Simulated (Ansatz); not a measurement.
Gas-phase electronic energies from Ansatz, PBE0-D4/def2-TZVP geometries. CCSD(T)/CBS is the MP2 limit (def2-TZVPP, def2-QZVPP) plus CCSD(T) − MP2 in def2-TZVPP, frozen cores. This one scheme is used for every species. Functionals use def2-TZVPP. For Zn outer-core shells are correlated without core-valence functions, which leaves a few kJ/mol of doubt a bond. Scalar relativity is left out up to krypton. One conformer a species, not always the lowest.

Reaction (ligand exchange at a Zn–O bond): `[OH][Zn][N]([SiH3])[SiH3]` + H–F → `[F][Zn][N]([SiH3])[SiH3]` + H₂O

CCSD(T)/CBS gives -7.4 kcal/mol.

Task: Another level gave -7.6 kcal/mol. Which?
A. BHLYP/def2-TZVPP
B. r2SCANh-D4/def2-TZVPP
C. LDA (SPW92)/def2-TZVPP
D. SCS-MP2/def2-TZVPP

Result: B. r2SCANh-D4 -7.6, SCS-MP2/def2-TZVPP -6.6, BHLYP -9.0, LDA (SPW92) -5.5 kcal/mol.

Largest T1 diagnostic among the species: 0.016.

At CCSD(T), def2-SVP lies −2.3 kcal/mol from the extrapolated value and def2-TZVPP +0.9 kcal/mol. In def2-TZVPP, CCSD(T) changes the Hartree–Fock value by +4.2 kcal/mol (the triples alone add +0.6 kcal/mol) and MP2 by +5.2 kcal/mol. Leaving LDA and LC-ωPBE aside and taking each functional with its dispersion term where it has one, the values, not all of them listed here, spread over 1.6 kcal/mol, from BHLYP-D4 to PBE-D4. LDA lies +1.9 kcal/mol from PBE without D4.

CCSD(T)/CBS has its own doubt, a few kJ/mol and more with outer-core shells, so smaller differences from it don't rank the levels.
